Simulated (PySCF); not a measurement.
Molecule: `CCCCS[SiH](Cl)Cl`, C$_{4}$H$_{10}$Cl$_{2}$SSi.

Geometry (Å), atoms numbered from 1 in this order:
```xyz
18

C    -1.6672    1.0121    0.0685
C    -0.5933    0.2402    0.8168
C     0.3149   -0.5571   -0.1067
C     1.4331   -1.3180    0.5854
S     2.5743   -0.3067    1.6142
Si    3.2573    1.0915    0.1853
Cl    4.8751    2.0153    1.0443
Cl    3.8082    0.1331   -1.5605
H    -2.3102    0.3407   -0.5229
H    -1.2208    1.7386   -0.6297
H    -2.3161    1.5718    0.7583
H    -1.0592   -0.4470    1.5449
H     0.0218    0.9336    1.4145
H     0.7429    0.1075   -0.8794
H    -0.2832   -1.2974   -0.6678
H     1.0280   -2.0490    1.3023
H     2.0464   -1.8692   -0.1419
H     2.2851    2.1411   -0.2018
```

Geometry PBE0-D3(BJ)/def2-SVP throughout; GIAO in PySCF 2.14, gas phase, one conformer, non-relativistic; equivalent atoms averaged; functional PBE0.

**Question.** How do the absolute shieldings σ depend on the basis set? (a selection of nuclei; ppm; last column core-seconds on shared hosts with different chips, so compare them loosely)

**Answer.** 
| basis set | functions | C4 | C2 | C1 | S5 | Si6 | H18 | H16/H17 | H12/H13 | H9/H10/H11 | core-s |
| --- | --- | --- | --- | --- | --- | --- | --- | --- | --- | --- | --- |
| STO-3G | 66 | 200.4 | 209.5 | 214.7 | 802.3 | 484.6 | 28.69 | 31.17 | 31.77 | 31.82 | 8.1 |
| pcSseg-0 | 108 | 156.4 | 172.5 | 176.8 | 641.0 | 278.5 | 25.83 | 30.02 | 31.49 | 31.75 | 14 |
| 6-31G | 108 | 164.7 | 178.8 | 184.1 | 636.6 | 363.4 | 26.40 | 29.66 | 30.98 | 31.60 | 16 |
| 6-31G* | 148 | 161.6 | 173.6 | 179.2 | 621.8 | 365.9 | 25.69 | 29.23 | 30.39 | 31.04 | 23 |
| cc-pVDZ | 178 | 160.6 | 173.6 | 180.7 | 631.9 | 387.0 | 24.83 | 28.54 | 29.83 | 30.40 | 32 |
| def2-SVP | 178 | 160.2 | 173.2 | 178.9 | 646.7 | 375.4 | 24.91 | 28.74 | 29.98 | 30.52 | 28 |
| pcSseg-1 | 214 | 148.5 | 162.0 | 168.9 | 584.8 | 322.3 | 24.98 | 28.47 | 29.85 | 30.30 | 62 |
| aug-cc-pVDZ | 290 | 158.5 | 172.1 | 180.4 | 622.6 | 396.7 | 24.64 | 28.40 | 29.73 | 30.38 | 71 |
| 6-311+G(2d,p) | 308 | 149.9 | 164.0 | 171.7 | 565.9 | 321.9 | 24.75 | 28.57 | 29.90 | 30.56 | 70 |

**Question.** Which nucleus among those listed moves most, in ppm?

**Answer.** S5 (sulfur bonded to C, Si): from 565.9 ppm with 6-311+G(2d,p) to 802.3 ppm with STO-3G. The smallest spread is 1.53 ppm, at H9/H10/H11. Proton shifts span only some 12 ppm, so a few tenths of a ppm matter as much there as several ppm in carbon.

**Question.** Taking the largest basis, 6-311+G(2d,p) (308 functions), as the yardstick, rank the others by their worst heavy-atom deviation.

**Answer.** pcSseg-1 18.9 ppm (214 functions), 6-31G* 55.9 ppm (148 functions), cc-pVDZ 66.0 ppm (178 functions), 6-31G 70.7 ppm (108 functions), aug-cc-pVDZ 74.8 ppm (290 functions), pcSseg-0 75.1 ppm (108 functions), def2-SVP 80.8 ppm (178 functions), STO-3G 236.4 ppm (66 functions).

A small basis that lands close on one nucleus may do so by chance; judge by the trend and by all nuclei.
